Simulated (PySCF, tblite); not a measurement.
Isomers of C5H5ClF (doublet state). All values are computed: GFN2-xTB (tblite) harmonic vibrations without scaling, gas phase. Against measured fundamentals such values can be off by several per cent, at times by over 20. One conformer each. Open shells enter through the occupations alone, without spin polarisation, and single modes of such species can be off by tens of per cent.

Electronic energies: B3LYP/pcH-1 single points on the GFN2-xTB geometries (PySCF, gas phase).

```tsv
SMILES	electronic energy, lowest = 0 (kJ/mol)
[CH2][C@@H]1C(=C)[C@@]1(F)Cl	84.1
C=C(F)/C(C)=[C]/Cl	17.1
C=C1[C](C)[C@@]1(F)Cl	21.4
C[C@H]1[C](Cl)C=C1F	0.0
[H]/[C]=C1/[C@@H](C)[C@]1(F)Cl	120.2
```

Problem. How do GFN2-xTB zero-point energies change the relative energies?

Solution. 
| SMILES | ZPE (kJ/mol) | of it from modes above 1550 cm⁻¹ | electronic (kJ/mol) | with ZPE, lowest = 0 (kJ/mol) | lowest mode (cm⁻¹) | rings |
| --- | --- | --- | --- | --- | --- | --- |
| C[C@H]1[C](Cl)C=C1F | 218.7 | 100.6 | 0.0 | 0.0 | 97 | 1 |
| C=C(F)/C(C)=[C]/Cl | 214.7 | 112.4 | 17.1 | 13.1 | 61 | 0 |
| C=C1[C](C)[C@@]1(F)Cl | 209.6 | 101.7 | 21.4 | 12.4 | 72 | 1 |
| [CH2][C@@H]1C(=C)[C@@]1(F)Cl | 208.2 | 104.1 | 84.1 | 73.6 | 110 | 1 |
| [H]/[C]=C1/[C@@H](C)[C@]1(F)Cl | 211.3 | 103.3 | 120.2 | 112.8 | 123 | 1 |

The zero-point energies span 10.5 kJ/mol, from `[CH2][C@@H]1C(=C)[C@@]1(F)Cl` to `C[C@H]1[C](Cl)C=C1F`. The lowest isomer stays, but the order above it changes.

Problem. And how do the electronic energies of GFN2-xTB itself compare?

Solution. `C[C@H]1[C](Cl)C=C1F` 0.0; `C=C(F)/C(C)=[C]/Cl` 68.4; `C=C1[C](C)[C@@]1(F)Cl` 60.9; `[CH2][C@@H]1C(=C)[C@@]1(F)Cl` 113.1; `[H]/[C]=C1/[C@@H](C)[C@]1(F)Cl` 120.7 kJ/mol, lowest = 0. Against the energies above, taken from the same isomer `C[C@H]1[C](Cl)C=C1F`, the largest difference is 51.3 kJ/mol.

Problem. What do entropy and thermal enthalpy add at 298.15 K and 1 bar (rigid rotor, harmonic oscillator, one conformer each)?

Solution. 
| SMILES | point group | symmetry number | S (J/(mol K)) | H − H(0) (kJ/mol) | ZPE + H − H(0) − TS (kJ/mol) |
| --- | --- | --- | --- | --- | --- |
| C[C@H]1[C](Cl)C=C1F | C1 | 1 | 365.6 | 22.17 | 131.9 |
| [CH2][C@@H]1C(=C)[C@@]1(F)Cl | C1 | 1 | 367.3 | 23.17 | 121.9 |
| [H]/[C]=C1/[C@@H](C)[C@]1(F)Cl | C1 | 1 | 368.2 | 23.20 | 124.7 |

S holds R ln(2S + 1) for the spin.

Not tabulated: `C=C(F)/C(C)=[C]/Cl` (point group not settled); `C=C1[C](C)[C@@]1(F)Cl` (point group not settled).
